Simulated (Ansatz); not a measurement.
Input file for Ansatz (a quantum-chemistry and plane-wave program): R-B3LYP/def2-TZVPPD on GeH4 (SMILES [GeH4]) with ghost functions, monomers drawn apart or pushed together. Files ending in .json are basis or fitting sets from the Basis Set Exchange.

Ansatz 0.2 input:
```yaml
crystal:
  periodic: [false, false, false]
  atoms:
    - {symbol: Ge, position_ang: [-0.08499679, -0.02220730, 3.68703286]}
    - {symbol: H, position_ang: [0.32415105, -1.42559971, 3.21752361]}
    - {symbol: H, position_ang: [-1.42678329, 0.35756553, 3.04420629]}
    - {symbol: H, position_ang: [0.98712597, 0.99035998, 3.25934798]}
    - {symbol: H, position_ang: [-0.22496772, -0.01009061, 5.21648885]}
basis:
  gaussian:
    orbitals: def2-TZVPPD.json
    ghost_atoms:
      - {symbol: Ge, position_ang: [0.10619029, 0.02771487, 0.00369920]}
      - {symbol: H, position_ang: [-0.24516692, 1.45435130, 0.44958240]}
      - {symbol: H, position_ang: [-1.00348359, -0.93383224, 0.45258827]}
      - {symbol: H, position_ang: [1.43439169, -0.39354651, 0.64888922]}
      - {symbol: H, position_ang: [0.23962156, -0.01694436, -1.52573326]}
hamiltonian:
  xc: {name: B3LYP}
scf: {lower_state_search: off}
```

Program output:

```
WARN ansatz: RAYON_NUM_THREADS=1 ignored (pool sized by the plan → 1); use --threads N
Functional definition: B3LYP
these checks for a lower state are left out or cut short: stability, starts, cluster_reference, orbital_swaps, neighbouring_geometries, increment
integrals: 0.18 GiB planned
1226 factors; their error is unknown
mean field: 1.38 GiB planned
mean field evaluation 1: about -56583.9234 eV, gradient 1.9e1 eV
mean field evaluation 2: about -56584.1616 eV, gradient 1.8e1 eV
mean field evaluation 4: about -56584.3488 eV, gradient 3.8e-1 eV
mean field evaluation 8: about -56584.5301 eV, gradient 9.7e-4 eV
mean field -56584.53005267 eV, -2079.4431250636 hartree, gradient 1.8e-6 eV, S^2 0.000000; 0 other end points of the search recorded, 0 dependent functions left out
reference -56584.53027910 eV, -2079.4431333849 hartree; 18, 18 occupied and 226, 226 virtual orbitals, 1226 factors
Total energy: -56584.53027910 eV, -2079.4431333849 hartree
Checks for a lower state left out: stability, starts, cluster_reference, orbital_swaps, neighbouring_geometries, increment
```

The calculation finished and met its thresholds.

Cost: roughly 4 core-seconds.
